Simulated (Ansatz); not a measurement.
C7H5NO2S, SMILES s1cc2c(C(N(C)C2=O)=O)c1.

Geometry: TPSSh-D3(BJ)/def2-SVP. The geometry has at least one imaginary mode, so it is a saddle point at that level.

Two levels are set side by side: PBE/def2-SVPD (Ansatz, an electronic-structure program) and PBE0/def2-SVPD (Ansatz). Energy differences of separate SCF runs at the same geometry; the states with an electron removed or added have multiplicity 2 and 2. Differences are taken from unrounded values.

| quantity | PBE0 | PBE | PBE minus PBE0 |
|---|---|---|---|
| vertical ionisation energy (eV) | 9.51 | 9.09 | -0.42 |
| vertical electron affinity (eV) | 0.44 | 0.47 | 0.04 |
| vertical singlet–triplet gap (eV) | 3.60 | 3.42 | -0.18 |
